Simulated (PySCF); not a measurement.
# B²⁺: excitation energy

B²⁺ [He] 2s1 (2S) → B²⁺ [He] 3d1 (2D), as a difference of total energies. Computed with PySCF 2.14 in aug-cc-pCVTZ-DK (7s6p4d2f, 59 functions), with the spin-free X2C one-electron Hamiltonian (Gaussian nucleus). Correlated levels: valence and next inner shell: nothing frozen. The calculations carry no spin-orbit coupling.

```
                                method  excitation energy (eV)
                                   UHF                  24.277
                                   LDA                  23.832
                                   PBE                  23.720
                                  PBE0                  23.891
                                r2SCAN                  23.716
                                PBEsol                  23.623
                                   M06                  23.074
                                  BP86                  23.422
                                 B97-3                  23.412
    MP2 (valence and next inner shell)                  24.345
SCS-MP2 (valence and next inner shell)                  24.338
```

Q: How much does correlation contribute at MP2 (valence and next inner shell)?

A: 24.345 − (24.277) = 0.068 eV, measured against UHF.

The promoted electron is Rydberg-like, and one or two diffuse shells describe it only roughly, which tends to raise the upper state.
